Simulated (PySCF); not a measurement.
All values below come from B3LYP-D3(BJ)/def2-TZVP in PySCF. All species are isolated molecules in the gas phase. B3LYP has the VWN-RPA correlation part, as in Gaussian. 

Reference species (SMILES): `Cl[SiH2]Cl` (neutral, multiplicity 1).

| Item | Result |
|---|---|
| dipole moment | 1.21 D |

Changed species: `Cl[SiH3]` (whole molecule; the reference has whole molecule).

Question: What does the change do to the dipole moment?

Answer: the dipole moment rises by 0.11 D, to 1.32 D.
